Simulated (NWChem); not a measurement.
System: HfNH₅; SMILES [NH2][HfH3]

Output (shortened):

```
             Northwest Computational Chemistry Package (NWChem) 7.3.0
             --------------------------------------------------------

 C1  symmetry detected

                             Geometry "geometry" -> ""
                             -------------------------

 Output coordinates in angstroms (scale by  1.889725989 to convert to a.u.)

  No.       Tag          Charge          X              Y              Z
 ---- ---------------- ---------- -------------- -------------- --------------
    1 Hf                  72.0000     0.00058884     0.20779552     0.00148687
    2 N                    7.0000     0.00229221    -1.79127944     0.00360905
    3 H                    1.0000    -0.82926164    -2.38192996     0.01380834
    4 H                    1.0000     0.82617828    -2.39256439     0.01295606
    5 H                    1.0000    -1.46312241     0.81206121     0.97696061
    6 H                    1.0000     1.62725147     0.84837091     0.63929669
    7 H                    1.0000    -0.21948745     0.69174090    -1.77533993

 Effective nuclear repulsion energy (a.u.)     235.4134503504

                                Z-matrix (autoz)
                                --------

 Units are Angstrom for bonds and degrees for angles

      Type          Name      I     J     K     L     M      Value
      ----------- --------  ----- ----- ----- ----- ----- ----------
    1 Stretch                  1     2                       1.99908
    2 Stretch                  1     5                       1.85988
    3 Stretch                  1     6                       1.86096
    4 Stretch                  1     7                       1.85466
    5 Stretch                  2     3                       1.02003
    6 Stretch                  2     4                       1.02001
    7 Bend                     1     2     3               125.33595
    8 Bend                     1     2     4               126.17028
    9 Bend                     2     1     5               108.96614
   10 Bend                     2     1     6               110.06640
   11 Bend                     2     1     7               105.19193
   12 Bend                     3     2     4               108.48407
   13 Bend                     5     1     6               113.34825
   14 Bend                     5     1     7               108.92384
   15 Bend                     6     1     7               110.01417
   16 Torsion                  3     2     1     5          33.04857
   17 Torsion                  3     2     1     6         157.91665
   18 Torsion                  3     2     1     7         -83.60960
   19 Torsion                  4     2     1     5        -145.68632
   20 Torsion                  4     2     1     6         -20.81824
   21 Torsion                  4     2     1     7          97.65551

                           NWChem Geometry Optimization
                           ----------------------------

 maximum gradient threshold         (gmax) =   0.000450
 rms gradient threshold             (grms) =   0.000300
 maximum cartesian step threshold   (xmax) =   0.001800
 rms cartesian step threshold       (xrms) =   0.001200
 fixed trust radius                (trust) =   0.300000
 source of zmatrix                         =   autoz

          -------------------
          Energy Minimization
          -------------------

 Using diagonal initial Hessian
 Scaling for Hessian diagonals: bonds = 1.00  angles = 0.25  torsions = 0.10

          --------
          Step   0

                                 NWChem DFT Module
                                 -----------------

 Summary of "ao basis" -> "ao basis" (spherical)
 ------------------------------------------------------------------------------
       Tag                 Description            Shells   Functions and Types
 ---------------- ------------------------------  ------  ---------------------
 Hf                         def2-svp                12       32   6s3p2d1f
 N                          def2-svp                 6       14   3s2p1d
 H                          def2-svp                 3        5   2s1p

[...]

      ----------------------
      Optimization converged
      ----------------------

  Step       Energy      Delta E   Gmax     Grms     Xrms     Xmax
  ---- ---------------- -------- -------- -------- -------- --------
@    4    -105.07254631 -1.8D-07  0.00008  0.00002  0.00066  0.00162
                                     ok       ok       ok       ok

                                Z-matrix (autoz)
                                --------

 Units are Angstrom for bonds and degrees for angles

      Type          Name      I     J     K     L     M      Value     Gradient
      ----------- --------  ----- ----- ----- ----- ----- ---------- ----------
    1 Stretch                  1     2                       1.97846    0.00004
    2 Stretch                  1     5                       1.86588   -0.00001
    3 Stretch                  1     6                       1.86732   -0.00001
    4 Stretch                  1     7                       1.85862    0.00008
    5 Stretch                  2     3                       1.03108   -0.00000
    6 Stretch                  2     4                       1.03110    0.00001
    7 Bend                     1     2     3               124.79556    0.00004
    8 Bend                     1     2     4               125.84032   -0.00003
    9 Bend                     2     1     5               108.33627    0.00001
   10 Bend                     2     1     6               109.75125    0.00002
   11 Bend                     2     1     7               102.91260   -0.00004
   12 Bend                     3     2     4               109.34712   -0.00001
   13 Bend                     5     1     6               114.71168   -0.00002
   14 Bend                     5     1     7               109.60538    0.00000
   15 Bend                     6     1     7               110.84005    0.00001
   16 Torsion                  3     2     1     5          32.21851    0.00001
   17 Torsion                  3     2     1     6         158.15894    0.00002
   18 Torsion                  3     2     1     7         -83.79869    0.00002
   19 Torsion                  4     2     1     5        -146.11929   -0.00000
   20 Torsion                  4     2     1     6         -20.17886    0.00000
   21 Torsion                  4     2     1     7          97.86351    0.00000

                         Geometry "geometry" -> "geometry"
                         ---------------------------------

 Output coordinates in angstroms (scale by  1.889725989 to convert to a.u.)

[...]

 Rotational Constants
 --------------------
 A=   1.531399 cm-1  (  2.203292 K)
 B=   0.245073 cm-1  (  0.352597 K)
 C=   0.238785 cm-1  (  0.343550 K)

 Temperature                      =   298.15K
 frequency scaling parameter      =   1.0000

 Zero-Point correction to Energy  =   24.983 kcal/mol  (  0.039814 au)
 Thermal correction to Energy     =   28.477 kcal/mol  (  0.045381 au)
 Thermal correction to Enthalpy   =   29.069 kcal/mol  (  0.046324 au)

 Total Entropy                    =   74.861 cal/mol-K
   - Translational                =   41.750 cal/mol-K (mol. weight = 198.9890)
   - Rotational                   =   22.404 cal/mol-K (symmetry #  =        1)
   - Vibrational                  =   10.707 cal/mol-K

 Cv (constant volume heat capacity) =   17.935 cal/mol-K
   - Translational                  =    2.979 cal/mol-K
   - Rotational                     =    2.979 cal/mol-K
   - Vibrational                    =   11.977 cal/mol-K

[normal modes left out]

 ----------------------------------------------------------------------------
 Normal Eigenvalue ||           Projected Infra Red Intensities
  Mode   [cm**-1]  || [atomic units] [(debye/angs)**2] [(KM/mol)] [arbitrary]
 ------ ---------- || -------------- ----------------- ---------- -----------
    1       -0.000 ||    0.003587           0.083         3.497       0.387
    2        0.000 ||    0.003735           0.086         3.641       0.403
    3        0.000 ||    0.000320           0.007         0.312       0.035
    4        0.000 ||    0.000268           0.006         0.261       0.029
    5        0.000 ||    0.000001           0.000         0.001       0.000
    6        0.000 ||    0.000578           0.013         0.563       0.062
    7       49.191 ||    0.011916           0.275        11.617       1.285
    8      268.917 ||    0.002684           0.062         2.616       0.289
    9      349.496 ||    0.020450           0.472        19.935       2.205
   10      478.856 ||    0.213858           4.934       208.479      23.054
   11      493.009 ||    0.061694           1.423        60.143       6.651
   12      519.114 ||    0.081168           1.873        79.126       8.750
   13      646.343 ||    0.039679           0.915        38.681       4.277
   14      657.215 ||    0.066206           1.527        64.541       7.137
   15      692.341 ||    0.152383           3.516       148.550      16.427
   16     1392.383 ||    0.051214           1.182        49.926       5.521
   17     1645.524 ||    0.510158          11.770       497.327      54.996
   18     1653.406 ||    0.436039          10.060       425.072      47.006
   19     1690.880 ||    0.143864           3.319       140.246      15.509
   20     3423.834 ||    0.093529           2.158        91.176      10.083
   21     3524.035 ||    0.054694           1.262        53.318       5.896
 ----------------------------------------------------------------------------
```

Level: LDA (Slater exchange, VWN5)/def2-SVP with def2 effective core potentials on Hf. def2 effective core potentials on Hf; no spin-orbit coupling.

Task: Which NWChem input produces such a log?

Result: Several could match; the one computed here: the input that was run:
```
start job
memory heap 200 mb stack 900 mb global 1100 mb
geometry units angstroms
  Hf    -0.006746     0.207888    -0.003019
  N     -0.045883    -1.790803    -0.006284
  H     -0.838176    -2.365823     0.280208
  H      0.721009    -2.407494    -0.274590
  H     -1.046953     0.830546     1.407443
  H      1.752474     0.811980     0.055182
  H     -0.798441     0.712116    -1.602620
end
basis spherical
  * library def2-svp
end
ecp
  Hf library def2-ecp
end
dft
  xc slater vwn_5
  iterations 150
end
driver
  maxiter 120
end
task dft optimize
dft
  grid fine
  convergence energy 1d-8 density 1d-7
end
task dft freq numerical
```
